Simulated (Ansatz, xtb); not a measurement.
Pulling on the As1–H2 bond in AsH3 (SMILES [AsH3]) (multiplicity 1 held, fragments rigid). Energies count from the point at 1.525 Å.
Geometry at that point (charge 0, multiplicity 1):
```xyz
4

As     0.000     0.000     0.071
H     -0.281     1.232    -0.783
H     -0.937    -0.862    -0.768
H      1.204    -0.383    -0.784
```

Unrestricted levels (U-) break spin symmetry where that is lower. Active spaces are followed from a long bond inwards. Levels need not reach the same state.

Cores are frozen in the correlated methods. Filled d and f shells under p-block atoms count as core.

Programs: Ansatz (Gaussian basis) for Hartree–Fock, density functionals and correlated methods; xtb for the GFN methods. Each number belongs to the level named beside it. The GFN methods have no spin term and hold the electronic entropy of 300 K.

Question: One of these levels gives 68.15 kcal/mol for the energy at R = 4.881 Å. Which?
A) GFN2-xTB
B) U-HF/cc-pVTZ
C) CASSCF(2,2)/cc-pVTZ
D) U-PBE/cc-pVTZ

Answer: C, CASSCF(2,2)/cc-pVTZ. The others give 92.30 (GFN2-xTB), 55.48 (U-HF/cc-pVTZ), 77.35 (U-PBE/cc-pVTZ)

Doubts at one or more of the structures used: a spin-contaminated determinant (U-HF/cc-pVTZ, U-PBE/cc-pVTZ).

Ansatz is a quantum-chemistry and plane-wave program.
